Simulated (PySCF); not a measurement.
B(OH)2(SMe) (CH₅BO₂S), SMILES CSB(O)O. Geometry: B3LYP-D3(BJ)/def2-SVP. The values are those of a single conformer.

These are B3LYP-D3(BJ)/def2-SVP run with PySCF values and carry that method's errors.

Harmonic wavenumbers (cm⁻¹): 88, 106, 194, 313, 361, 414, 434, 594, 651, 720, 922, 963, 982, 988, 1287, 1342, 1425, 1447, 1457, 3054, 3159, 3160, 3851, 3862. Rotational constants (GHz): 6.767, 2.955, 2.084; symmetry number 1.

### Question
Work out the zero-point energy and the ideal-gas rigid-rotor harmonic-oscillator thermochemistry at 298.15 K and 1 atm.

### Answer
ZPE = ½ Σ hcν = ½ × 31775 cm⁻¹ = 45.43 kcal/mol. H − E(el) = 50.30 kcal/mol. Entropy in cal/(mol K): translation 39.47, rotation 26.45, vibration 15.10, total 81.01. G − E(el) = 26.14 kcal/mol. Cp = 24.73 cal/(mol K). Modes under 150 cm⁻¹ make the vibrational entropy uncertain.
